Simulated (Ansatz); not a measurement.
Two isomers of CH6BFOSi: A = `BO[SiH](C)F`, B = `OBC(F)[SiH3]`.

Isolated molecules relaxed with PBE0-D4/def2-TZVP in Ansatz; ΔE leaves out vibrations. CBS: MP2 limit from def2 TZ/QZ plus the TZ coupled-cluster correction, frozen cores. Functionals use def2-TZVPP. B3LYP here is the variant with VWN-RPA as its local correlation; programs differ in this. Each species was taken in one conformer, which may not be the lowest.

A:

Z-matrix (Å, degrees):
```
Si
O 1 1.648
F 1 1.594 2 106.8
C 1 1.841 2 109.1 3 118.2
H 1 1.481 2 109.5 3 -115.9
B 2 1.349 1 132.4 3 102.9
H 4 1.093 1 110.6 2 63.5
H 4 1.092 1 110.6 2 -56.4
H 4 1.092 1 110.7 2 -176.6
H 6 1.198 2 118.1 1 -178.1
H 6 1.203 2 120.0 1 2.3
```

B:

Z-matrix (Å, degrees):
```
C
B 1 1.563
Si 1 1.906 2 111.9
F 1 1.403 2 111.8 3 -121.3
H 1 1.099 2 110.5 3 118.6
O 2 1.354 1 117.4 3 -66.5
H 2 1.200 1 121.2 3 111.7
H 3 1.485 1 108.8 2 65.7
H 3 1.486 1 110.0 2 -54.2
H 3 1.485 1 109.0 2 -174.1
H 6 0.959 2 113.5 1 178.3
```

Q: Which is lower in electronic energy at CCSD(T)/CBS, and by how much? (Best estimate.)

A: Computed: A, by 355.6 kJ/mol.

Q: Give E(B) − E(A) in kJ/mol with B2PLYP, B3LYP-D4, r2SCAN-D4, HF/def2-TZVPP, PBE0-D4, CCSD/def2-TZVPP, ωB97M-V. (An estimate is asked.)

A: Ansatz gave: B2PLYP 353.2, B3LYP-D4 342.4, r2SCAN-D4 344.4, HF/def2-TZVPP 371.6, PBE0-D4 330.7, CCSD/def2-TZVPP 354.1, ωB97M-V 344.5. None reverses the order clearly.

Largest T1 diagnostic: 0.013.

From PBE to PBE0 (25 % exact exchange), in def2-TZVPP and without D4, E(B) − E(A) moves by +14.6 kJ/mol. In def2-TZVPP, CCSD(T) changes the Hartree–Fock value by −21.4 kJ/mol (the triples alone add −4.0 kJ/mol) and MP2 by −6.2 kJ/mol.
